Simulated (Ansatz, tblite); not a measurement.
Cost and result up the ladder for (ZnSe)2 ring (Zn₂Se₂) (4 atoms). Total charge 0; singlet. Geometry: r2SCAN-D4/def2-SVP.

```xyz
4

Zn    0.1048    0.4739   -1.1068
Se    1.1436   -1.5583   -0.5589
Zn   -0.1050   -0.4739    1.1068
Se   -1.1434    1.5583    0.5589
```

Ansatz on 4 threads of Arm Neoverse V1 on a shared host; xTB runs through tblite on one thread. Times are rough, summed over both states, and most runs start from the orbitals of an earlier one. PBE0-D4/def2-TZVP serves as the yardstick here, not as an exact answer. The other state is a doublet.

The xTB rows come from tblite.

Raw xTB energies of ions are shifted by several eV.

| level | functions | wall time | vertical IE (eV) | difference from PBE0-D4/def2-TZVP (eV) |
| --- | --- | --- | --- | --- |
| GFN1-xTB | 26 | 0.006 s | 12.56 | 4.33 |
| GFN2-xTB | 26 | 0.006 s | 13.40 | 5.18 |
| PBE-D4/def2-TZVP | 192 | 9.9 s | 8.06 | -0.17 |
| PBE0-D4/def2-TZVP (with forces) | 192 | 21 s | 8.22 | 0.00 |
| r2SCAN-D4/def2-TZVP | 192 | 23 s | 8.17 | -0.05 |
